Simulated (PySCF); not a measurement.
Compound: Si(vinyl)3(OMe), C7H12OSi.
SMILES: `C=C[Si](C=C)(C=C)OC`

Computed, not measured: TDDFT B3LYP/def2-SVPD, vertical, gas phase, core orbitals frozen in the response in PySCF 2.14.0, density-fitted response routines. One conformer (not necessarily the lowest) at the PBE0-D3(BJ)/def2-SVP geometry, without solvent, vibrations or thermal averaging.

```
state  E (eV)  E (kJ/mol)  λ (nm)       f   main configurations (H = HOMO, L = LUMO)
   S1    5.40         521   229.4   0.012                                H-1→L (85%)
   S2    5.63         544   220.0   0.092         H→L (70%), H-2→L (12%), H-4→L (9%)
   S3    5.81         561   213.4  0.0079      H-3→L (53%), H-2→L (16%), H→L+1 (10%)
   S4    5.91         570   209.8   0.045                   H-2→L (50%), H-3→L (26%)
   S5    6.10         589   203.2   0.010                 H-1→L+1 (50%), H→L+1 (22%)
   S6    6.13         591   202.4  0.0074      H-4→L (71%), H-2→L+1 (8%), H-3→L (8%)
   S7    6.19         597   200.4   0.055  H→L+1 (34%), H-1→L+1 (28%), H-3→L+1 (18%)
   S8    6.47         624   191.6   0.055  H-3→L+1 (27%), H-1→L+2 (17%), H→L+1 (12%)
   S9    6.58         635   188.3   0.031                 H-4→L+1 (35%), H-5→L (31%)
  S10    6.64         641   186.7   0.093  H-2→L+1 (20%), H-3→L+1 (19%), H→L+2 (12%)
```

Triplets (Tamm–Dancoff): T1 4.13 eV, H→L (50%), H-3→L+2 (10%), H→L+1 (10%); T2 4.20 eV, H-2→L (32%), H-2→L+1 (27%), H-1→L (9%); T3 4.30 eV, H-3→L (32%), H-3→L+1 (21%), H→L+2 (21%); T4 5.17 eV, H-1→L (71%), H-2→L (9%).

The lowest singlet comes at 229 nm (521 kJ/mol) in the ultraviolet; it is weak; its leading configuration is HOMO-1→LUMO (85%). The largest oscillator strength of a single state is 0.093. Löwdin shares by element: HOMO carbon 80% or more (atoms not listed hold the other 20%); LUMO carbon 57% or more (atoms not listed hold the other 43%). Weighted by f, the mean energy of these states is 6.17 eV. Of the 10 states listed, 8 reach f = 0.01 and none stays under 0.0005. Orbital energies (eV): HOMO-3 -7.80, HOMO-2 -7.74, HOMO-1 -7.57, HOMO -7.46, LUMO -1.19, LUMO+1 -0.56, LUMO+2 0.03. No computed singlet lies in the visible range (380 to 750 nm); the lowest, at 229 nm, stands 2.14 eV above its violet end (3.26 eV). The window holds the lowest 10 singlets.
